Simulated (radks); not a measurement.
Question: The table gives one normalised radial function P(r) = r R(r) of Ag4+ in [Ar] 3d10 4s2 4p5 4d7 5s1 (r in bohr). Method: scalar-relativistic Kohn-Sham, BLYP, spin-polarised, spherical densities, point nucleus; open shells are filled with parallel spins first (spin-orbit coupling, left out, can overturn this in heavy ions); computed with a radial shooting solver on a logarithmic mesh with Libxc functionals.

r	P
0.002461	0.0039
0.003256	0.0064
0.004309	0.0106
0.005656	0.0171
0.007483	0.0278
0.009901	0.0448
0.0131	0.0710
0.0172	0.1087
0.02275	0.1632
0.0301	0.2346
0.03951	0.3145
0.05228	0.3897
0.06917	0.4213
0.09153	0.3576
0.1201	0.1617
0.159	-0.1671
0.2103	-0.5075
0.2783	-0.6414
0.3653	-0.3930
0.4833	0.2202
0.6395	0.8744
0.8461	1.1697
1.111	0.9922
1.469	0.5700
1.944	0.2185
2.552	0.0545
3.377	0.0072
4.468	0.0004
5.911	0.0000

Which n and l does it have? It may be an empty orbital.

Answer: n = 4, l = 1: the number of nodes gives n - l - 1 = 2, the rise at small r (about r^(l+1), flatter next to the nucleus through relativity) gives l, and the extent must fit the shell. The curve is that of 4p down; the table hardly tells the two spins apart. 4p down: eigenvalue -118.28 eV, 2 radial nodes at r = 0.139, 0.442 bohr, <r> = 0.966 bohr, 90 % of the charge inside 1.42 bohr.
